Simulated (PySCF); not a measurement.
Dipole moment and polarisability of `CC(C)c1n[nH]c(F)n1`

C5H8FN3.
Cartesian coordinates in Å at the GFN2-xTB level; atoms count from 1:
```xyz
17
C5H8FN3 angstrom
C     -1.6192   -0.9353   -0.6417
C     -0.9510   -0.0405    0.4032
C     -1.3609    1.4199    0.2074
C      0.5268   -0.1608    0.2870
N      1.3083   -0.5800    1.2532
N      2.5487   -0.5317    0.7275
C      2.4366   -0.0815   -0.5378
F      3.4986    0.0662   -1.3005
N      1.2025    0.1613   -0.8538
H     -2.7001   -0.8376   -0.5795
H     -1.2932   -0.6420   -1.6360
H     -1.3535   -1.9774   -0.4797
H     -1.2273   -0.3727    1.4080
H     -2.4415    1.5156    0.2745
H     -1.0345    1.7641   -0.7703
H     -0.9071    2.0491    0.9693
H      3.3600   -0.8047    1.2591
```

Level: CAM-B3LYP/def2-SVPD (PySCF), static field, nuclei fixed, core orbitals frozen in the response. The polarisability tensor in these axes (au):

```
x   94.71 -3.81  1.01
y   -3.81 64.75 -3.32
z    1.01 -3.32 72.66
```

Task: Diagonalise the tensor; give its mean and Δα, where Δα² is half the sum of the squared differences of the eigenvalues.

Result: Principal values 63.21, 73.64 and 95.28 au; mean 77.38 au = 11.47 Å³ = 12.76 × 10⁻⁴⁰ C²·m²/J; Δα = 28.33 au (37 % of the mean).

Task: What is the dipole moment, and where does it point?

Result: (1.03, -0.52, 1.20) D, 1.67 D in size, pointing from the negative to the positive side. Measured along this direction, the outermost atoms are H10, H14, H11 and H15 at the negative end and H17 at the positive end.

Task: What molar refraction does this α imply?

Result: Lorentz–Lorenz: R = (4π/3)N_A α = 2.5225 cm³/(mol·Å³) × 11.47 Å³ = 28.9 cm³/mol, in the limit of long wavelengths.

Task: Sum over states: ᾱ = Σ f/ω², ω in Eh. What share falls to these 8 lowest TDDFT singlets (eV, f)? 6.85, 0.0046; 7.12, 0.0005; 7.29, 0.1047; 7.72, 0.0132; 7.87, 0.0006; 7.99, 0.0011; 8.09, 0.0151; 8.28, 0.0179.

Result: They add up to 2.09 au, 2.7 % of the 77.38 au; the largest single term is 1.46 au, from the state at 7.29 eV. Terms in order: 0.07, 0.01, 1.46, 0.16, 0.01, 0.01, 0.17, 0.19 au. Higher excitations give the rest. The strengths listed sum to 0.158.

Task: Traceless (Buckingham) quadrupole moment about the centre of nuclear charge: eigenvalues?

Result: -11.01, -2.09, 13.09 D·Å. The values depend on the origin, since the dipole doesn't vanish. The electronic extent ⟨r²⟩ about the same centre is 1270 bohr², a root-mean-square distance of 2.29 Å for the 68 electrons.

Task: Find the Langevin capture rate constant for H3O+ (19.018 u) meeting this molecule (129.070 u), k = 2.342 × 10⁻⁹ cm³/s × √(α in Å³ / reduced mass in u).

Result: The reduced mass is 16.58 u, so k = 1.95 × 10⁻⁹ cm³/s. The formula leaves out the permanent dipole, which adds to the capture rate.

Task: Refractivity n − 1 of an ideal gas of it at 273.15 K and 1 atm, from the electronic α?

Result: N = p/kT = 2.6868 × 10¹⁹ cm⁻³, so n − 1 = 2π × N × 11.47 × 10⁻²⁴ cm³ = 1936 × 10⁻⁶ at long wavelengths.

The structure is a single GFN2-xTB conformer in the gas phase; no vibrational or solvent corrections.
